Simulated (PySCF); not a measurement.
Method: PySCF 2.14.0 with TPSSh-D3(BJ)/def2-TZVP // r2SCAN-D4/def2-SVP. All species are isolated molecules in the gas phase. 

Reference species: [Ag(CO)(H)] (neutral, multiplicity 1).

charge on the central atom (Mulliken): -0.04 e
mean distance from the central atom to its bonded neighbours: 1.833 Å

Changed species: [Ag(C2H4)(H)] (L = C2H4, X = H; the reference has L = CO, X = H).

**Question.** Predict the effect on the charge on the central atom (Mulliken) and mean distance from the central atom to its bonded neighbours.

**Answer.** the charge on the central atom (Mulliken) falls by 0.03 e, to -0.07 e; the mean distance from the central atom to its bonded neighbours goes up by 0.267 Å, to 2.100 Å.
